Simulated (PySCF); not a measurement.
TDDFT excited states: C5H14BP

Species: C5H14BP.
SMILES: `C[C@H]1C[C@H]([BH2-][PH3+])C1`

Level of theory: TDDFT CAM-B3LYP/def2-SVPD, vertical, gas phase, core orbitals frozen in the response in PySCF. One conformer (not necessarily the lowest) at the PBE0-D3(BJ)/def2-SVP geometry, without solvent, vibrations or thermal averaging. Torsions of this conformer, `[CH3:1][C@H:2]1[CH2:3][C@H:4]([BH2-:5][PH3+:6])[CH2:7]1`: C3–C4–B5–P6 -52°.

```tsv
state	E (eV)	ν̃ (cm⁻¹)	f	symmetry	main configurations (H = HOMO, L = LUMO)
S1	7.15	57650	0.0069	A′	H→L (95%)
S2	7.26	58570	0.0018	–	H→L+1 (60%), H-1→L (28%)
S3	7.30	58890	0.046	A′	H-1→L (60%), H→L+1 (25%)
S4	7.32	59070	0.014	A″	H-2→L (93%)
S5	7.43	59890	0.014	A″	H-2→L+1 (86%)
S6	7.47	60250	0.031	A′	H-1→L+1 (77%)
```

The lowest singlet lies at 7.15 eV (173 nm, vacuum ultraviolet) and is weak; its leading configuration is HOMO→LUMO (95%). The most intense listed level is S3 at 7.30 eV (170 nm, f = 0.046), 0.15 eV above S1. Löwdin shares by element: HOMO carbon 46% or more, boron 22% (atoms not listed hold the other 33%); LUMO hydrogen 41% or more, phosphorus 23% (atoms not listed hold the other 36%). Weighted by f, the mean energy of these states is 7.35 eV. Of the 6 states listed, 4 reach f = 0.01 and none stays under 0.0005. The listed states span 0.32 eV. Symmetry labels in Cs follow from the direction of the transition dipole and are given only for states with f of 0.002 or more. Only the lowest 6 singlets were computed, as vertical energies without vibronic structure.
